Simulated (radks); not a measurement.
V+, configuration [Ar] 3d3.5 4s0.5 (fractional occupations, a model configuration).

All-electron calculation, non-relativistic Kohn-Sham, PBEsol, spin-unpolarised, spherical densities, point nucleus. Program: a radial shooting solver on a logarithmic mesh with Libxc functionals.

Energy parts (eV):
| part | energy |
|---|---|
| total | -25641.816 |
| kinetic | 25616.686 |
| electron-nucleus | -60708.615 |
| Hartree | 10640.187 |
| exchange-correlation | -1190.075 |

Orbitals (lengths in bohr, moments of r in powers of bohr; r(90%) holds 90 % of the orbital's charge):
orbital,occ.,eigenvalue (eV),<r^4>,r(90%)
1s,2,-5324.529,0.00009330,0.120
2s,2,-598.9658,0.02298,0.483
2p,6,-506.2198,0.01784,0.452
3s,2,-73.9825,1.857,1.44
3p,6,-48.9325,2.751,1.59
3d,3.5,-10.7647,21.55,2.57
4s,0.5,-9.9996,201.7,4.67

The highest occupied level is 4s at -10.000 eV. Virial ratio -V/T = 2.00098. Summed over all electrons, <r^2> = 25.88 bohr^2, which gives a Langevin (diamagnetic) susceptibility term of -20.5 x 10^-6 cm^3/mol. The electron density at the nucleus is 8164 e/bohr^3.
